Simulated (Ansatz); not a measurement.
Molecule: HgCl, net charge 0, doublet state. The spin state was set by rule; other spins were not relaxed. 
Structure (B3LYP-D3(BJ)/def2-TZVP (Ansatz, a quantum-chemistry and plane-wave program) minimum search):
```
Hg
Cl 1 2.4583
```
Charge 0, spin multiplicity 2.

Computed values are from Ansatz. Valence correlation only, unless marked. Open shells are spin-unrestricted. Spin-orbit coupling is left out. The frozen core is the preceding noble-gas configuration, with the filled d and f shells of earlier blocks. In def2 rows, elements after Kr have scalar-relativistic effective core potentials. CBS(X,Y): correlation extrapolated as X^-3; Hartree-Fock from the larger set.

| Quantity | Result |
|---|---|
| atomisation energy De | 23.3 kcal/mol at CCSD(T)/CBS(def2-TZVPPD,def2-QZVPPD) |
| total energy | -612.7522 Eh at CCSD(T)/CBS(def2-TZVPPD,def2-QZVPPD) |
| dipole moment | 3.27 D at CCSD(T)/def2-SVPD |
| T1 diagnostic | 0.024 at CCSD/def2-QZVPPD |
